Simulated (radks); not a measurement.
Results of a calculation; reference values are marked as such.
Effect of the nuclear size on the zinc ion Zn+, [Ar] 3d10 4s1. Code: a radial shooting solver on a logarithmic mesh with Libxc functionals. Model: Dirac Kohn-Sham, LDA (Slater exchange, Perdew-Wang correlation), spin-unpolarised, spherical densities, finite nucleus; Fermi nuclear charge, rms radius 3.9283 fm. The rms radius is varied about that value; shifts are against it.

rms radius (fm),total energy shift (eV),density at nucleus (e/bohr^3),1s1/2 shift (meV),2s1/2 shift (meV),3s1/2 shift (meV)
3.449,-0.0534,2.513e+04,-22.7,-2.17,-0.323
3.614,-0.0358,2.506e+04,-15.2,-1.45,-0.216
3.9283,0,2.495e+04,0.000,0.000,0.000
4.2622,0.0411,2.483e+04,17.5,1.67,0.248
4.49,0.0709,2.476e+04,30.2,2.88,0.428

Slopes of the eigenvalues against <r^2> in GHz/fm^2, as finite differences over the two radii next to the reference (eigenvalue slopes, not the field-shift constants of lines): 1s1/2 1550, 2s1/2 148, 3s1/2 22.0.
